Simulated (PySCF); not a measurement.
Species: C7H15P.
Structure used (PBE0-D3(BJ)/def2-SVP), in Å, numbered top down from 1:
```
atom  x, y, z in Å
C1     2.958   -0.795   -0.290
C2     1.928    0.263    0.079
P3     0.420    0.211   -1.005
C4    -0.659    1.444   -0.126
C5    -2.127    1.240   -0.499
C6    -2.666   -0.125   -0.078
C7    -1.912   -1.299   -0.697
C8    -0.426   -1.309   -0.342
H9     2.562   -1.813   -0.149
H10    3.266   -0.703   -1.343
H11    3.862   -0.708    0.333
H12    2.361    1.272   -0.038
H13    1.627    0.169    1.137
H14   -0.527    1.346    0.968
H15   -0.326    2.457   -0.403
H16   -2.738    2.034   -0.038
H17   -2.244    1.356   -1.591
H18   -2.618   -0.208    1.024
H19   -3.734   -0.194   -0.342
H20   -2.025   -1.265   -1.796
H21   -2.375   -2.246   -0.372
H22    0.065   -2.201   -0.763
H23   -0.299   -1.353    0.756
```

Level: PBE0/pcSseg-1 in PySCF, non-relativistic, on one gas-phase PBE0-D3(BJ)/def2-SVP geometry that isn't relaxed in the solvent. The solvent is an IEF-PCM continuum (Bondi radii, 1.10 Å for H, scaled by 1.2). Only the electrostatic response of the medium enters.

Gas phase at PBE0/pcSseg-1: HOMO -6.30 eV, LUMO 1.14 eV, dipole 1.29 D.

Question: What does the continuum do to the energy, the frontier levels and the dipole at PBE0/pcSseg-1 in acetone and acetonitrile?

Answer: 
```csv
solvent,ε,E(solvent) − E(gas) (kJ/mol),polarisation term (kJ/mol),distortion of the solute (kJ/mol),HOMO (eV),LUMO (eV),dipole (D)
acetone,20.49,-10.59,-12.55,1.96,-6.44,1.18,1.95
acetonitrile,35.69,-11.01,-13.17,2.16,-6.45,1.18,1.99
```

Polarisation term: ½ Σ q·V over the induced surface charges. Distortion: the rise of the solute's own energy as its density leaves the gas-phase optimum. From acetone to acetonitrile the lowering changes by a factor 1.04, Onsager's factor (ε − 1)/(2ε + 1) by 1.03 and ε itself by 1.7.

Question: Which radius a makes the point-dipole formula ΔE = −[(ε − 1)/(2ε + 1)]·μ²/a³ give the value in acetonitrile, with the gas-phase dipole?

Answer: μ = 0.507 au and |ΔE| = 0.00419 Eh give a = 1.63 Å; the farthest nucleus lies 4.19 Å from the centroid of the nuclei, so such a sphere wouldn't even hold the nuclei. The formula assumes a rigid point dipole at the centre of a sphere.

Question: Give the dipole vector in the frame of the coordinates (D, pointing from negative to positive charge), gas and acetonitrile.

Answer: Gas (-0.27, -0.11, 1.25), solvent (-0.36, -0.17, 1.95). Its length changes by +54 % and its direction by 2°.

Question: Which Hirshfeld charges (PBE0/pcSseg-1) respond most in acetone (means over atoms taken as equivalent)?

Answer: 
| atoms | environment | gas (e) | solvent (e) | change |
| --- | --- | --- | --- | --- |
| P3 | phosphine phosphorus | +0.135 | +0.105 | -0.030 |
| H12/H13 | methylene hydrogen | +0.035 | +0.039 | +0.004 |
| H14/H15/H22/H23 | methylene hydrogen | +0.034 | +0.038 | +0.004 |
| H18/H19 | methylene hydrogen | +0.036 | +0.037 | +0.001 |
| C1 | methyl carbon | -0.118 | -0.119 | -0.001 |
| C2 | sp3 carbon bound to phosphorus | -0.111 | -0.110 | +0.001 |
| C4/C8 | sp3 carbon bound to phosphorus | -0.116 | -0.115 | +0.001 |
| C5/C7 | ring CH2 carbon | -0.069 | -0.070 | -0.001 |
